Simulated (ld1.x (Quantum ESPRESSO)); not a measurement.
**platinum: one change to a TM potential, before and after**

ld1.x (Quantum ESPRESSO) 7.5 input, shortened:

```
&input
   title='Pt', zed=78., rel=1, dft='PBE', iswitch=3,
   config='[Xe] 4f14 5d9 6s0.5 6p0.5'
 /
 &inputp
   pseudotype=2, tm=.true., lloc=-1, rcloc=3.25,
   nlcc=.true.
 /
3
6S  1  0   0.50   0.00  2.15  2.15  0.0
6P  2  1   0.50   0.00  3.55  3.55  0.0
5D  3  2   9.00   0.00  1.95  1.95  0.0
 &test
   configts(1)='5d9 6s0.5 6p0.5'
 /
```

Change: wave 6p (bound): rc 3.55 bohr becomes 6p (bound): rc 4.30 bohr.

Cutoffs: the cutoffs (Ry, on a coarse ladder) from which the occupation-weighted sum of valence levels, in a spherical-Bessel basis at the reference potential, stays within 10 and 1 mRy of its value at 400 Ry; they do not see the model core or the augmentation charge, which bear on the density cutoff. Errors are all-electron minus pseudo energies relative to the spin-unpolarised reference configuration.

**Question.** How do hardness, ghosts and transferability respond?

**Answer.** The potential gets neither clearly harder nor softer (40 Ry and 50 Ry → 40 Ry and 50 Ry); of the 7 tests that both files solve, the error grows in 3 and shrinks in 1 by more than 15 % and 0.3 meV (median size 11.3 → 13.8 meV); neither file shows a bound ghost.

| quantity | base | changed |
| --- | --- | --- |
| cutoff, loose | 40 Ry | 40 Ry |
| cutoff, tight | 50 Ry | 50 Ry |
| bound ghosts | none | none |
| error for 5d9 6s1 6p0, meV [ΔE -2.46 eV] | +0.1 | +1.3 |
| error for 5d9 6s0 6p0, meV [ΔE 6.73 eV] | -11 | -14 |
| error for 5d8 6s0 6p0, meV [ΔE 26.70 eV] | -87 | -100 |
| error for 5d9 6s0 6p1, meV [ΔE 2.59 eV] | -1.5 | +0.2 |
| error for 5d6 6s0 6p0, meV [ΔE 104.57 eV] | -1113 | -1153 |
| error for 5d8 6s1 6p0, meV [ΔE 8.71 eV] | -62 | -69 |
| error for 5d9 6s0.5 6p0, meV [ΔE 1.23 eV] | -1.5 | -1.9 |
